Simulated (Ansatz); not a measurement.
CH3O (SMILES C=[OH+]), charge +1, singlet, geometry from GFN2-xTB. Base run: R2SCAN/cc-pVTZ (Ansatz, a first-principles code).

Input for Ansatz:
Ansatz 0.2 input:
```yaml
crystal:
  periodic: [false, false, false]
  atoms:
    - {symbol: O, position_ang: [-0.10364914, -0.12932954, 0.58989088]}
    - {symbol: C, position_ang: [0.11172867, 0.04016533, -0.60083038]}
    - {symbol: H, position_ang: [0.14193939, 1.01608503, -1.10404748]}
    - {symbol: H, position_ang: [0.28838394, -0.85776849, -1.21133073]}
    - {symbol: H, position_ang: [-0.27150229, 0.63532785, 1.20123344]}
basis:
  gaussian:
    orbitals: cc-pVTZ
hamiltonian:
  xc: r2scan
total_charge: 1
```

Each row names what was changed in the base input (with any setting that the change needs).

```json
[
 {"change": "base", "ΔE vs base (mEh)": "0.000"},
 {"change": "final_grid = 14, 28, 59", "ΔE vs base (mEh)": "0.001"},
 {"change": "final_grid = 4, 8, 17", "ΔE vs base (mEh)": "(withheld)"},
 {"change": "point_charge = charge:0.5 position_ang:-1.645, -4.0766, -0.3129", "ΔE vs base (mEh)": "54.793"},
 {"change": "forces = on", "ΔE vs base (mEh)": "0.000"},
 {"change": "point_charge = charge:-1.0 position_ang:3.9005, -0.6621, -2.4637", "ΔE vs base (mEh)": "-116.4"},
 {"change": "accuracy = high", "ΔE vs base (mEh)": "0.001"},
 {"change": "lower_state_search = full", "ΔE vs base (mEh)": "0.000"},
 {"change": "fitting.mean_field = def2-universal-JKFIT", "ΔE vs base (mEh)": "(withheld)"},
 {"change": "point_charge = charge:1.0 position_ang:1.4722, 2.151, 3.583", "ΔE vs base (mEh)": "123.6"},
 {"change": "lower_state_search = off", "ΔE vs base (mEh)": "0.000"}
]
```

Task: Complete the blanks.

Result: 
- final_grid = 4, 8, 17, ΔE vs base (mEh): -1.534
- fitting.mean_field = def2-universal-JKFIT, ΔE vs base (mEh): -0.061
